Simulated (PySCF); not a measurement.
Excitation energy of Ar²⁺ by level of theory

Ar²⁺ [Ne] 3s2 3p4 (3P) → Ar²⁺ [Ne] 3s1 3p4 4s1 (5P), as a difference of total energies. All numbers are calculated (PySCF 2.14, scalar relativity by spin-free X2C-1e, in x2c-TZVPPall with one added diffuse shell each of s, p, d type (6s6p4d1f, 51 functions)). Correlated levels: valence: [Ne] frozen; valence and next inner shell: 1s2 frozen. The calculations carry no spin-orbit coupling.

```csv
method,excitation energy (eV)
UHF,36.294
LDA,36.446
PBE,36.334
PBE0,36.682
r2SCAN,36.503
revPBE,36.294
BLYP,36.449
wB97X,37.489
B3LYP,36.758
MP2 (valence),36.329
SCS-MP2 (valence),36.514
MP2 (valence and next inner shell),36.398
SCS-MP2 (valence and next inner shell),36.563
```

Q: How much does correlation contribute at MP2 (valence and next inner shell)?

A: 36.398 − (36.294) = 0.104 eV, measured against UHF.

A first-order spin-orbit estimate (lowest level to lowest level, LS coupling) adds -0.007 eV.

The promoted electron is Rydberg-like, and one or two diffuse shells describe it only roughly, which tends to raise the upper state.
